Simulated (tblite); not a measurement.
Compound: C4H6F4O.
Geometry (GFN2-xTB, Å), atoms numbered from 1 in this order:
```
atom  x, y, z in Å
C1    -1.7693   -0.6918    1.4781
C2    -1.2621    0.0734    0.2736
F3    -1.7161    1.3679    0.3215
O4     0.1339    0.0676    0.2942
C5     0.7804    0.5656   -0.8101
F6     0.8822    1.9299   -0.7469
C7     2.2064   -0.0110   -0.8148
F8     2.1388   -1.3568   -0.8599
F9     2.8675    0.3826   -1.9189
H10   -1.3584   -0.2467    2.3797
H11   -1.4502   -1.7263    1.4080
H12   -2.8533   -0.6364    1.5082
H13   -1.6404   -0.3352   -0.6809
H14    0.2629    0.3333   -1.7570
H15    2.7735    0.2919    0.0759
```

All values are computed: GFN2-xTB (tblite) harmonic vibrations without scaling, gas phase. Errors from tens to a few hundred cm⁻¹ against measured bands are possible. One conformer, not necessarily the lowest.

Harmonic wavenumbers (cm⁻¹): 30.4, 47.2, 75.1, 143.4, 171.7, 195.2, 288.0, 310.9, 401.5, 438.2, 465.5, 530.7, 568.0, 615.4, 882.3, 919.3, 1009.0, 1036.3, 1069.2, 1080.4, 1097.8, 1111.0, 1126.8, 1142.8, 1203.0, 1239.0, 1273.7, 1293.2, 1302.5, 1318.6, 1385.8, 1449.4, 1460.5, 2833.6, 2865.8, 2934.4, 3059.7, 3064.1, 3072.1.

A = 2992, B = 922.7, C = 738.0 MHz; mass 146.035 u (most abundant isotopes); point group C1, symmetry number 1.

**Question.** Zero-point energy?

**Answer.** ½Σν̃ = 22256 cm⁻¹ = 266.24 kJ/mol.

**Question.** What is S at 350 K and 1 bar for an ideal gas of classical rigid rotors and harmonic oscillators?

**Answer.** Translation 174.35, rotation 125.20, vibration 145.23: S = 444.8 J/(mol K).

**Question.** And Cp and H(350 K) − H(0)?

**Answer.** Cp = 163.55 J/(mol K), of which vibrations give 130.29 (their classical limit is 39 R = 324.3); H(350 K) − H(0) = 36.22 kJ/mol without the zero-point energy, 24.58 from vibrations.

**Question.** Which modes carry the vibrational entropy at 350 K?

**Answer.** 30.4 cm⁻¹: 25.61; 47.2 cm⁻¹: 21.96; 75.1 cm⁻¹: 18.12; 143.4 cm⁻¹: 12.83; 171.7 cm⁻¹: 11.38; 195.2 cm⁻¹: 10.36 J/(mol K); the other 33 give 44.97 together.

**Question.** How do the functions run with temperature in this model?

**Answer.** 
```json
{"T (K)": "50", "S (J/(mol K))": "255.5", "Cp (J/(mol K))": "59.0", "H − H(0) (kJ/mol)": "2.29", "G − H(0) (kJ/mol)": "-10.49", "ln q(vib)": "0.99"}
{"T (K)": "100", "S (J/(mol K))": "302.8", "Cp (J/(mol K))": "79.2", "H − H(0) (kJ/mol)": "5.76", "G − H(0) (kJ/mol)": "-24.53", "ln q(vib)": "2.48"}
{"T (K)": "298.15", "S (J/(mol K))": "420.0", "Cp (J/(mol K))": "146.3", "H − H(0) (kJ/mol)": "28.18", "G − H(0) (kJ/mol)": "-97.03", "ln q(vib)": "7.76"}
{"T (K)": "373.15", "S (J/(mol K))": "455.5", "Cp (J/(mol K))": "171.0", "H − H(0) (kJ/mol)": "40.09", "G − H(0) (kJ/mol)": "-129.88", "ln q(vib)": "9.58"}
{"T (K)": "500", "S (J/(mol K))": "510.8", "Cp (J/(mol K))": "207.2", "H − H(0) (kJ/mol)": "64.17", "G − H(0) (kJ/mol)": "-191.22", "ln q(vib)": "12.54"}
{"T (K)": "750", "S (J/(mol K))": "604.8", "Cp (J/(mol K))": "255.5", "H − H(0) (kJ/mol)": "122.55", "G − H(0) (kJ/mol)": "-331.06", "ln q(vib)": "18.01"}
{"T (K)": "1000", "S (J/(mol K))": "682.7", "Cp (J/(mol K))": "284.9", "H − H(0) (kJ/mol)": "190.39", "G − H(0) (kJ/mol)": "-492.28", "ln q(vib)": "22.98"}
```

q(vib) and H(0) count from the zero-point level.

**Question.** What must be added to the electronic energy to get the Gibbs energy at 350 K and 1 bar?

**Answer.** ZPE + [H(350 K) − H(0)] − T·S = 266.24 + 36.22 − 155.67 = 146.79 kJ/mol.

**Question.** Blend soft modes into free rotors: weight 1/[1 + (100 cm⁻¹/ν̃)⁴] for the oscillator and the rest for a rotor with moment μB/(μ + B), μ = h/(8π²ν), B = 10⁻⁴⁴ kg m². What vibrational entropy results?

**Answer.** 127.62 J/(mol K) in place of 145.23, which changes −T·S at 350 K by +6.17 kJ/mol.

Hindered rotation and anharmonicity are outside this model. Other conformers, if any are populated, would add a mixing term that is left out. The structure is chiral; the term R ln 2 for an equal mix with its mirror image is left out.
